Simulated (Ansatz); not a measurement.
Wavefunction ladder for Al₂F₂H₂S (`[F][Al]([F])[S][AlH2]`)

| atom | x (Å) | y (Å) | z (Å) |
| --- | --- | --- | --- |
| F1 | 0.4660 | 0.6501 | -0.8856 |
| Al2 | 1.4720 | -0.1355 | 0.2817 |
| F3 | 3.0748 | 0.0719 | 0.0892 |
| S4 | 0.0249 | -1.0515 | 1.4807 |
| Al5 | -1.2577 | 0.0257 | -0.1141 |
| H6 | -1.9402 | 1.3592 | 0.3841 |
| H7 | -1.8398 | -0.9201 | -1.2361 |

Charge 0, multiplicity 1. The structure was optimised at the PBE0-D4/def2-TZVP level. It is one conformer, not always the lowest. Frozen core, restricted reference, Ansatz 0.2.0. CBS rows extrapolate triple and quadruple zeta; past MP2 they add the triple-zeta difference.

```csv
basis,HF (Eh),MP2 corr.,CCSD corr.,(T),CCSD(T) total
def2-SVP,-1081.21380,-0.62328,-0.65381,-0.01315,-1081.88076
def2-TZVPP,?,-0.82679,-0.85466,-0.02935,?
def2-QZVPP,?,-0.90455,–,–,–
CBS(def2),?,-0.96215,?,as TZ,?
```

Fill in the withheld values. (Estimate.)

The calculation gave: def2-TZVPP HF (Eh): -1081.77849; def2-TZVPP CCSD(T) total: -1082.66250; def2-QZVPP HF (Eh): -1081.81426; CBS(def2) HF (Eh): -1081.81919; CBS(def2) CCSD corr.: -0.99002; CBS(def2) CCSD(T) total: -1082.83856.
